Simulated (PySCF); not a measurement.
C2H3ClF2Si, SMILES F[SiH](F)/C=C\Cl. Heavy atoms are numbered as in [F:1][SiH:2]([F:3])/[CH:4]=[CH:5]\[Cl:6]. Hydrogens are named by the atom that carries them.

Geometry optimised at PBE-D3(BJ)/def2-SVP. The structure was generated by enumeration; whether it is a known compound was not checked. The values are those of a single conformer.

Calculation: PySCF with PBE/def2-TZVP.

ESP charges are fitted to the potential on shells at 1.4 to 2.0 van der Waals radii. Atomic charges (e), one atom of each kind:

| atom | IAO | Löwdin | Mulliken | ESP fit |
|---|---|---|---|---|
| F1 | -0.51 | (withheld) | -0.28 | -0.27 |
| Si2 (SiH) | 1.42 | (withheld) | 0.68 | 0.66 |
| C4 (CH) | -0.50 | -0.31 | -0.27 | -0.24 |
| C5 (CH) | -0.12 | (withheld) | -0.05 | -0.22 |
| Cl6 | 0.01 | 0.40 | -0.05 | 0.00 |
| H on Si2 | -0.14 | -0.03 | -0.03 | -0.07 |
| H on C4 | 0.18 | 0.16 | 0.14 | 0.17 |
| H on C5 | 0.17 | (withheld) | 0.15 | 0.22 |

### Question
What belongs in the gaps? (An estimate is asked for; the answer gives what the named calculation found.)

### Answer

- F1, Löwdin: 0.01
- Si2 (SiH), Löwdin: 0.08
- C5 (CH), Löwdin: -0.46
- H on C5, Löwdin: 0.13

Computed Mayer and Wiberg (Löwdin basis) orders of the bonds:
| bond | Mayer | Wiberg |
|---|---|---|
| F1–Si2 | 1.13 | 1.71 |
| Si2–F3 | 1.15 | 1.72 |
| Si2–C4 | 0.98 | 1.10 |
| C4–C5 | 1.85 | 2.13 |
| C5–Cl6 | 1.15 | 1.74 |
